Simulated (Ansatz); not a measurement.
**[GeH5]− (SMILES [H][Ge-]([H])([H])([H])[H]): the energy, rung by rung**

[GeH5]− has 6 atoms, charge -1, and is taken as a singlet. As SMILES, `[H][Ge-]([H])([H])([H])[H]`. The shape comes from GFN2-xTB, which is rough for such elements, and wasn't checked as a minimum.

```xyz
6

Ge    0.0002   -0.0010    0.0066
H    -0.0235   -0.0057    1.7687
H     0.0220    0.0095   -1.7749
H     1.5149    0.0110    0.0157
H    -0.7670    1.3041    0.0001
H    -0.7465   -1.3178   -0.0161
```

Each level gives the energy change with the Ge1–H6 bond stretched from 1.514 to 3.028 Å (eV). The values are calculated.

```tsv
level	kind	program	value (eV)	less FCI/STO-3G	CPU time (all runs)
r2SCAN/STO-3G (restricted)	meta-GGA	Ansatz	3.66	-0.01	4.9 s
BHLYP/STO-3G (restricted)	global hybrid	Ansatz	4.69	+1.02	1.9 s
r2SCAN0/STO-3G (restricted)	hybrid meta-GGA	Ansatz	4.30	+0.63	4.2 s
wB97M-V/STO-3G (restricted)	range-separated hybrid	Ansatz	4.44	+0.77	26 s
wB97X/STO-3G (restricted)	range-separated hybrid	Ansatz	4.52	+0.85	9 s
CCSD/STO-3G (restricted)	coupled cluster or CI	Ansatz	3.76	+0.09	0.31 s
CCSDT/STO-3G (restricted)	coupled cluster or CI	Ansatz	3.66	-0.01	0.57 s
FCI/STO-3G	exact in the basis	Ansatz	3.67	0.00	4.2 s
```

FCI/STO-3G is exact within its basis and frozen core, so for wave-function methods in that basis the difference is their error; functionals converge differently with the basis, so for them it is only a difference. All-electron rows without a relativistic Hamiltonian named are non-relativistic. Sets without diffuse functions describe the anion poorly. The first shape isn't each level's own minimum. The values span 3.66 to 4.69 eV. All rows use very small basis sets, so none should be taken for the real molecule's value. In the correlated wave-function rows the outer d shell of Ge is correlated, in sets not made for it. In so small a basis fixed costs decide the times, and correlated methods can beat functionals. CPU times are rough (shared hosts, several kinds of processor and program).
